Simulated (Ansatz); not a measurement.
CH₇NSeSi, SMILES `NC[Se][SiH3]`, charge 0, multiplicity 1.

Task: Give a relaxed structure at PBE0-D4/def2-TZVP (Ansatz 0.2.0). (Best estimate.)

Result: The calculation gave: 
Z-matrix (Å, degrees):
```
C
Se 1 1.970
N 1 1.439 2 110.0
H 1 1.090 2 107.5 3 118.8
H 1 1.096 2 104.9 3 -125.6
Si 2 2.278 1 93.6 3 -41.3
H 3 1.012 1 111.5 2 -69.3
H 3 1.013 1 111.6 2 168.7
H 6 1.482 2 114.0 1 77.8
H 6 1.484 2 110.3 1 -47.0
H 6 1.488 2 104.2 1 -164.5
```
This is one stationary point; other conformers may exist.
